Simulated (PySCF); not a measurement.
# Two-component Hartree-Fock for Hf⁴³⁺ (hafnium, charge +43)

Start: [Ar] 3d10 4s1; 4s1/2 filled at m_j = +1/2. Calculated with PySCF 2.14 in an uncontracted even-tempered set (16 s from 5.5 bohr⁻², ratio 2.8; 13 p from 7.2 bohr⁻², ratio 2.8; 8 d from 13 bohr⁻², ratio 2.8; 4 f from 29 bohr⁻², ratio 3): generalised Hartree-Fock with the X2C-1e Hamiltonian and a Gaussian nucleus; one run each with spin-orbit coupling (SO) switched off, then screened by Boettger's factors.

```tsv
spinor shell	electrons	ε, spin-free (eV)	ε, screened SO (eV)	weight of nominal j (screened SO)	rms radius, screened SO (bohr)
1s1/2	2	-67807.0	-67790.0	1.000	0.0215
2s1/2	2	-13441.5	-13436.5	1.000	0.0867
2p1/2	2	-12061.1	-12914.6	1.000	0.0738
2p3/2	4	-12061.1	-11712.1	1.000	0.0810
3s1/2	2	-4607.0	-4605.7	1.000	0.220
3p1/2	2	-4185.5	-4379.2	1.000	0.210
3p3/2	4	-4185.5	-4105.3	1.000	0.224
3d3/2	4	-3702.6	-3738.0	1.000	0.196
3d5/2	6	-3702.6	-3678.3	1.000	0.200
4s1/2	1	-2204.6	-2204.3	1.000	0.456
```

| quantity | spin-free | screened SO |
| --- | --- | --- |
| E (hartree) | -13833.70910 | -13848.98480 |
| M_J | 1/2 | 1/2 |
| ⟨J²⟩ | 0.750 | 0.750 |
| ⟨L²⟩ | 0.000 | 0.054 |
| ⟨S²⟩ | 0.750 | 0.804 |

Each row is a mean over spinors that exchange with the open shell spreads, by up to 5.563 eV (3s1/2).

Breit and QED terms are absent; they matter most for the inner s and p1/2 levels.

Densities and radii are taken from the X2C orbitals without a picture-change correction, which distorts them close to the nucleus.

Without spin-orbit coupling the j labels of p, d and f shells carry no meaning; the spin-free column gives the mean over the occupied spinors of each nl shell.
